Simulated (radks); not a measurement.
Results of a calculation; reference values are marked as such.
All-electron atom: Hg III in [Xe] 4f14 5d8 6p2 (not the ground configuration). Level of theory: scalar-relativistic Kohn-Sham, r2SCAN, spin-unpolarised, spherical densities, finite nucleus; meta-GGA in the generalised Kohn-Sham scheme; Fermi nuclear charge, rms radius 5.4648 fm (a radial shooting solver on a logarithmic mesh with Libxc functionals).

Radial electron density D(r) = 4 pi r^2 rho(r):

| r (bohr) | D(r) (e/bohr) |
|---|---|
| 0.003352 | 53.72 |
| 0.003903 | 62.91 |
| 0.004543 | 72.61 |
| 0.005289 | 82.42 |
| 0.006158 | 91.80 |
| 0.007168 | 100.1 |
| 0.008345 | 106.5 |
| 0.009715 | 110.3 |
| 0.01131 | 111.3 |
| 0.01317 | 109.4 |
| 0.01533 | 105.5 |
| 0.01784 | 101.2 |
| 0.02077 | 98.64 |
| 0.02418 | 100.2 |
| 0.02815 | 107.4 |
| 0.03278 | 119.8 |
| 0.03816 | 134.4 |
| 0.04442 | 146.4 |
| 0.05171 | 150.7 |
| 0.0602 | 145.1 |
| 0.07008 | 132.4 |
| 0.08094 | 120.9 |
| 0.09422 | 117.3 |
| 0.1097 | 125.0 |
| 0.1277 | 136.8 |
| 0.1487 | 139.9 |
| 0.1731 | 126.1 |
| 0.2015 | 101.3 |
| 0.2346 | 81.35 |
| 0.2731 | 77.81 |
| 0.3179 | 86.71 |
| 0.3701 | 92.51 |
| 0.4308 | 84.19 |
| 0.5015 | 64.46 |
| 0.5839 | 44.15 |
| 0.6797 | 31.05 |
| 0.7913 | 25.15 |
| 0.9212 | 22.07 |
| 1.072 | 18.41 |
| 1.248 | 13.69 |
| 1.453 | 9.074 |
| 1.692 | 5.553 |
| 1.97 | 3.342 |
| 2.293 | 2.103 |
| 2.67 | 1.390 |
| 3.108 | 0.8995 |
| 3.618 | 0.5195 |
| 4.212 | 0.2480 |
| 4.903 | 0.09248 |
| 5.708 | 0.02580 |
| 6.645 | 0.005168 |
| 7.736 | 0.0007116 |

D(r) has 4 maxima, at r = 0.0110, 0.0513, 0.143, 0.367 bohr, and minima at 0.0214, 0.0913, 0.260 bohr, inside which lie 1.89, 10.98, 29.98 electrons.
